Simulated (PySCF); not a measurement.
SiF2Cl, SMILES F[Si](F)Cl, multiplicity 2. Atoms are numbered in the order given.

```xyz
4

Si    -0.4347     0.4208     0.0000
F     -1.1471    -0.2416     1.3081
F     -1.1471    -0.2416    -1.3081
Cl     1.5726    -0.0908     0.0000
```
Charge 0, spin multiplicity 2.

Geometry optimised at PBE-D3(BJ)/def2-SVP.

All values below come from PBE-D3(BJ)/def2-SVP run with PySCF.

Frequencies are harmonic and unscaled.

| mode | ν (cm⁻¹) | IR (km/mol) | moving atoms (share of kinetic energy) |
|---|---|---|---|
| 1 | 197 | 2.8 | F 62 %, Cl 23 %, Si 15 % |
| 2 | 242 | 8.0 | F 66 %, Cl 27 % |
| 3 | 325 | 26.0 | F 56 %, Si 37 % |
| 4 | 536 | 95.1 | Si 55 %, Cl 38 % |
| 5 | 838 | 125.3 | F 61 %, Si 38 % |
| 6 | 914 | 121.4 | F 52 %, Si 48 % |
